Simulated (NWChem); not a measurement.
Species: BeGeH4; SMILES [BeH][GeH3]

```xyz
6

Be    -0.0003    -1.8560     0.0021
H     -0.0007    -3.1958     0.0029
Ge    -0.0013     0.3541     0.0006
H      1.0930     0.9515    -0.9131
H     -1.3406     0.9485    -0.4919
H      0.2410     0.9524     1.4051
```
Atoms are numbered in this order, from 1.

Geometry: optimised at PBE0/def2-SVP.

Question: List the 6 lowest vertical singlet excitations and the 6 lowest triplet ones from BHandHLYP/def2-SVP, TDA (NWChem).

Answer: 
```csv
state,energy (eV),oscillator strength,leading excitation (squared amplitude)
S1,5.36,0.021,HOMO → LUMO (0.93)
S2,5.36,0.021,HOMO → LUMO+1 (0.93)
S3,7.46,0.000,HOMO−1 → LUMO (0.47)
S4,7.62,0.003,HOMO−2 → LUMO+1 (0.42)
S5,7.62,0.003,HOMO−2 → LUMO (0.42)
S6,7.72,0.062,HOMO → LUMO+2 (0.69)
T1,4.53,spin-forbidden,HOMO → LUMO (0.97)
T2,4.53,spin-forbidden,HOMO → LUMO+1 (0.97)
T3,6.29,spin-forbidden,HOMO−3 → LUMO (0.95)
T4,6.29,spin-forbidden,HOMO−3 → LUMO+1 (0.95)
T5,6.77,spin-forbidden,HOMO−2 → LUMO (0.30)
T6,7.07,spin-forbidden,HOMO → LUMO+2 (0.68)
```
